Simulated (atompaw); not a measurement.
## Before and after: PAW (atompaw) potential for rhenium (Re)

atompaw 4.2.0.5 input, output lines left out:

```
Re 75
GGA-PBE scalarrelativistic loggrid 2001 logderivrange -8 5 326
6 6 5 4 0 0
6 1 0
5 2 5
0 0 0
c
c
c
c
v
v
c
c
c
v
v
c
c
v
c
2
2.05 1.50 2.05 1.75
n
n
y
0.2
n
custom rrkj gramschmidtortho sinc
bessel
1.60
2.05
1.50
1.75
2.05
1.75
```

All-electron outer shells of the reference configuration (PBE, scalar-relativistic, ld1.x):

```json
{"shell": "4d", "level (eV)": "-255.33", "outermost node (bohr)": "0.21", "outermost maximum (bohr)": "0.44"}
{"shell": "5s", "level (eV)": "-85.25", "outermost node (bohr)": "0.52", "outermost maximum (bohr)": "0.93"}
{"shell": "5p", "level (eV)": "-47.01", "outermost node (bohr)": "0.56", "outermost maximum (bohr)": "1.06"}
{"shell": "4f", "level (eV)": "-42.31", "outermost node (bohr)": "–", "outermost maximum (bohr)": "0.41"}
{"shell": "6s", "level (eV)": "-5.94", "outermost node (bohr)": "1.24", "outermost maximum (bohr)": "2.57"}
{"shell": "5d", "level (eV)": "-5.37", "outermost node (bohr)": "0.62", "outermost maximum (bohr)": "1.41"}
{"shell": "6p", "level (eV)": "-1.32", "outermost node (bohr)": "1.48", "outermost maximum (bohr)": "3.65"}
```

Change: all radii scaled by about 0.90 (s 1.44, p 1.36, d 1.86 bohr); local potential bessel scheme, radius 1.86 bohr; augmentation sinc compensation charge, radius 1.36 bohr; PAW radius 1.86 bohr; waves and projectors: custom rrkj gramschmidtortho; core correction smooth core density matched at 1.58 bohr.

Cutoffs: the cutoffs (Ry, on a coarse ladder) from which the occupation-weighted sum of valence levels, in a spherical-Bessel basis at the reference potential, stays within 10 and 1 mRy of its value at 400 Ry; they do not see the model core or the augmentation charge, which bear on the density cutoff.

Question: What does the change do?

Answer: The potential gets harder (35 Ry and 70 Ry → 45 Ry and 80 Ry); neither file shows a bound ghost. A smaller radius makes the pseudo-wave follow the all-electron one further in, where it bends more sharply, so more plane waves are needed.

```tsv
quantity	base	changed
cutoff, loose	35 Ry	45 Ry
cutoff, tight	70 Ry	80 Ry
loose cutoff by channel (10 mRy a level)	s 21 Ry, p 30 Ry, d 18 Ry	s 25 Ry, p 35 Ry, d 21 Ry
bound ghosts	none	none
lowest overlap eigenvalue by channel	s 0.10, p 0.15, d 0.14	s 0.08, p 0.34, d 0.05
```

 The cutoffs see the waves, projectors and local potential, not the compensation charge or the core.
